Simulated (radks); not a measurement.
Results of a calculation; reference values are marked as such.
Isoelectronic series with 43 electrons, each ion in its NIST ground configuration. Level of theory: scalar-relativistic Kohn-Sham, SCAN, spin-polarised, spherical densities, finite nucleus; open shells are filled with parallel spins first (spin-orbit coupling, left out, can overturn this in heavy ions); meta-GGA in the generalised Kohn-Sham scheme; Fermi nuclear charge, rms radius of each element as measured or else 0.836 A^(1/3) + 0.57 fm (a radial shooting solver on a logarithmic mesh with Libxc functionals). Total energies (hartree) and mean radii <r> (bohr):

ion    configuration  E (hartree)  4d down   4d up  4p down
Ru+         [Kr] 4d7  -4531.44883    1.671   1.613    1.129
Rh2+        [Kr] 4d7  -4784.12962    1.454   1.427    1.075
Pd3+        [Kr] 4d7  -5044.57272    1.310   1.294    1.024
Ag4+        [Kr] 4d7  -5312.78722    1.201   1.190   0.9773
Cd5+        [Kr] 4d7  -5588.79220    1.114   1.106   0.9341
In6+        [Kr] 4d7  -5872.61777    1.042   1.036   0.8944
Sn7+        [Kr] 4d7  -6164.29209   0.9813  0.9765   0.8579
Sb8+        [Kr] 4d7  -6463.85187   0.9284  0.9244   0.8242
Te9+        [Kr] 4d7  -6771.33208   0.8818  0.8785   0.7931
I10+        [Kr] 4d7  -7086.78012   0.8403  0.8375   0.7643
Xe11+       [Kr] 4d7  -7410.23262   0.8031  0.8007   0.7376
Cs12+       [Kr] 4d7   -7741.7389   0.7695  0.7673   0.7126
